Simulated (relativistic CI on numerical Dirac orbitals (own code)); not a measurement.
**Rh⁴⁺: resonant inelastic scattering at the L2,3 edge**

Computed with this model: Dirac-Coulomb-Breit CI, orbitals from a KLI potential per configuration, a model potential for QED, Kramers-Heisenberg scattering through one core-hole configuration in a parametric crystal field, unscaled Slater integrals; configurations [Kr] 4d5 → [He] 2s2 2p5 3s2 3p6 3d10 4s2 4p6 4d6; 80 K; core-hole width 2.4 eV; summed over polarisations. Incident energies are the highest absorption maxima for each field (at most a few, so the weaker spin-orbit partner edge can be absent), on the computed scale of the free ion. Intensities are in per cent of the strongest line above 0.02 eV; levels within 1 cm⁻¹ are merged; final levels count from the ground level, the first row holds all elastic scattering, lines under 0.4 are left out and each table stops after 24 rows. The scale of the Slater integrals is a model choice and moves the terms in proportion.

Field parameters in Wybourne normalisation: Td as Oh with Dq negative (B⁴₀ = 21Dq, B⁴₄ = √(5/14) B⁴₀). The field is a parameter set, without covalency.

S is read from ⟨S²⟩ = S(S + 1).

Td, 10Dq = -3200 cm⁻¹:

| Final level (eV) | Degeneracy | Irrep | S | 3011.4 eV | 3154.2 eV |
| --- | --- | --- | --- | --- | --- |
| 0.000 | 6 | Γ7+Γ8 | 2.49 | 2959.3 | 507.4 |
| 3.533 | 4 | Γ8 | 1.48 | 10.9 | 5.4 |
| 3.562 | 2 | Γ6 | 1.49 | 2.9 | 5.3 |
| 3.564 | 2 | Γ7 | 1.49 | 11.1 | 6.1 |
| 3.572 | 4 | Γ8 | 1.49 | 19.7 | 13.1 |
| 3.697 | 2 | Γ6 | 1.49 | 0.9 | 4.1 |
| 3.700 | 4 | Γ8 | 1.49 | 1.4 | 7.6 |
| 3.703 | 2 | Γ7 | 1.48 | 0.8 | 0.5 |
| 3.712 | 4 | Γ8 | 1.49 | 2.1 | 4.2 |
| 3.741 | 4 | Γ8 | 1.49 | 2.8 | 4.9 |
| 3.746 | 2 | Γ7 | 1.49 | 1.7 | 1.8 |
| 3.750 | 2 | Γ6 | 1.49 | 0.9 | 1.9 |
| 3.762 | 4 | Γ8 | 1.50 | 5.8 | 10.1 |
| 4.280 | 2 | Γ7 | 1.48 | 30.4 | 19.1 |
| 4.287 | 4 | Γ8 | 1.48 | 58.9 | 40.1 |
| 4.338 | 4 | Γ8 | 1.49 | 18.2 | 6.5 |
| 4.445 | 2 | Γ6 | 1.50 | 7.7 | 3.5 |
| 4.493 | 2 | Γ7 | 1.49 | 34.9 | 45.4 |
| 4.577 | 4 | Γ8 | 1.49 | 70.6 | 100.0 |
| 4.624 | 2 | Γ6 | 1.49 | 36.2 | 52.8 |
| 4.717 | 2 | Γ6 | 1.50 | 2.2 | 3.0 |
| 4.787 | 4 | Γ8 | 1.48 | 27.9 | 27.3 |
| 4.806 | 2 | Γ7 | 1.47 | 23.3 | 21.8 |
| 4.814 | 4 | Γ8 | 1.48 | 22.5 | 22.5 |

Td, 10Dq = -7250 cm⁻¹:

| Final level (eV) | Degeneracy | Irrep | S | 3011.5 eV | 3154.3 eV |
| --- | --- | --- | --- | --- | --- |
| 0.000 | 6 | Γ7+Γ8 | 2.49 | 4189.0 | 702.9 |
| 3.114 | 4 | Γ8 | 1.47 | 26.4 | 11.6 |
| 3.140 | 2 | Γ6 | 1.50 | 5.8 | 7.2 |
| 3.141 | 2 | Γ7 | 1.48 | 25.4 | 11.2 |
| 3.160 | 4 | Γ8 | 1.49 | 38.5 | 19.0 |
| 3.556 | 2 | Γ6 | 1.49 | 1.3 | 7.3 |
| 3.561 | 4 | Γ8 | 1.49 | 2.8 | 19.3 |
| 3.586 | 4 | Γ8 | 1.48 | 12.3 | 10.6 |
| 3.612 | 2 | Γ7 | 1.47 | 6.4 | 2.5 |
| 3.730 | 4 | Γ8 | 1.48 | 5.9 | 5.6 |
| 3.738 | 2 | Γ7 | 1.48 | 4.5 | 3.6 |
| 3.748 | 2 | Γ6 | 1.48 | 3.4 | 5.7 |
| 3.757 | 4 | Γ8 | 1.49 | 11.9 | 14.0 |
| 4.238 | 2 | Γ7 | 1.46 | 33.8 | 42.2 |
| 4.299 | 4 | Γ8 | 1.07 | 24.9 | 32.5 |
| 4.356 | 4 | Γ8 | 1.18 | 27.9 | 25.8 |
| 4.405 | 4 | Γ8 | 1.46 | 43.8 | 30.8 |
| 4.476 | 2 | Γ6 | 1.49 | 14.0 | 17.8 |
| 4.492 | 2 | Γ7 | 1.34 | 26.7 | 25.1 |
| 4.575 | 2 | Γ7 | 0.81 | 7.0 | 8.7 |
| 4.586 | 4 | Γ8 | 1.46 | 72.2 | 100.0 |
| 4.623 | 2 | Γ6 | 1.46 | 42.1 | 57.9 |
| 4.846 | 2 | Γ6 | 0.58 | 1.9 | 2.3 |
| 4.901 | 2 | Γ6 | 1.49 | 8.6 | 10.1 |

For the first field the strongest loss at the lowest incident energy is the level at 4.58 eV (S = 1.49, against 2.49 in the thermal ground state). Levels of other spin, the first over 8 % at 3.53 eV, appear because spin-orbit coupling of the core hole, and in heavier ions of the valence shell too, mixes spins.
